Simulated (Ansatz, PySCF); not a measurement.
This Ansatz (a quantum-chemistry and plane-wave program) input computes a SVWN5/def2-TZVPD energy:

Ansatz 0.2 input:
```yaml
crystal:
  periodic: [false, false, false]
  atoms:
    - {symbol: C, position_ang: [1.81036109, -0.42289796, -0.22712303]}
    - {symbol: Ge, position_ang: [-0.17051939, -0.23190718, -0.17786632]}
    - {symbol: O, position_ang: [-0.45142817, 1.44191540, -0.75821535]}
    - {symbol: O, position_ang: [-0.76096244, -0.13496135, 1.53225708]}
    - {symbol: H, position_ang: [2.15838761, -0.26340037, -1.24579159]}
    - {symbol: H, position_ang: [2.20997899, 0.34643785, 0.43408985]}
    - {symbol: H, position_ang: [2.10347758, -1.41201778, 0.11844278]}
    - {symbol: H, position_ang: [-1.24938538, 1.82627143, -0.37706842]}
    - {symbol: H, position_ang: [-0.92888016, -0.99450606, 1.93245380]}
basis:
  gaussian:
    orbitals: def2-TZVPD
hamiltonian:
  xc: {name: SVWN5}
magnetization: {spin_polarized: true, initial_magnetization: 1}
output: {forces: true}
```

Problem. Write an input for the same energy in PySCF and say what it gives.

Solution. 
```python
from pyscf import gto, scf, dft

mol = gto.M(
    atom='''
    C     1.81036109   -0.42289796   -0.22712303
    Ge   -0.17051939   -0.23190718   -0.17786632
    O    -0.45142817    1.44191540   -0.75821535
    O    -0.76096244   -0.13496135    1.53225708
    H     2.15838761   -0.26340037   -1.24579159
    H     2.20997899    0.34643785    0.43408985
    H     2.10347758   -1.41201778    0.11844278
    H    -1.24938538    1.82627143   -0.37706842
    H    -0.92888016   -0.99450606    1.93245380
    ''',
    basis='def2-tzvpd',
    charge=0,
    spin=1,
    verbose=4,
)

mf = dft.UKS(mol, xc='svwn').density_fit(auxbasis='def2-universal-jkfit')
mf.grids.level = 3
mf.conv_tol = 1e-9
mf.max_cycle = 100
mf.max_memory = 1500
mf.kernel()
if not mf.converged:
    mf = mf.newton()
    mf.kernel(mf.make_rdm1())
for _ in range(2):
    mo, _, stable, _ = mf.stability(return_status=True)
    if stable:
        break
    mf.kernel(mf.make_rdm1(mo, mf.mo_occ))
mf.analyze()
```
It gives -2264.07577 Eh, and Ansatz -2264.07567 Eh, a difference of 0.10 mEh, from the treatment of integrals and grids.

It need not be the lowest isomer of its formula.
